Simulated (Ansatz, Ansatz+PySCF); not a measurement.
```xyz
4

C     0.0000    0.0000    0.0000
O     1.0542    0.0000    0.6716
O    -1.0542    0.0000    0.6716
H     0.0000    0.0000   -1.1000
```

Basis set: def2-SVP (spherical functions). Charge 0, multiplicity 2.

Computed with Ansatz (development build ahead of 0.2.0); each method stands on the lowest determinant of its kind that the runs found. Restricted functionals stand beside restricted open-shell atoms, which can lie above the unrestricted atoms usual in DFT and then raise those values.

Question: Give the atomization energy at this shape (free ground-state atoms in the same class of orbitals less the molecule, no zero-point energy) of doublet CHO2 by PBE0 (unrestricted), PBE0 (restricted open-shell), UHF, ROHF.

Answer:

```json
{"method": "PBE0 (unrestricted)", "atomization energy": "1630.3 kJ/mol"}
{"method": "PBE0 (restricted open-shell)", "atomization energy": "1639.0 kJ/mol"}
{"method": "UHF", "atomization energy": "1012.6 kJ/mol"}
{"method": "ROHF", "atomization energy": "1016.5 kJ/mol"}
```

Caution for UHF: the unrestricted determinant is spin contaminated.
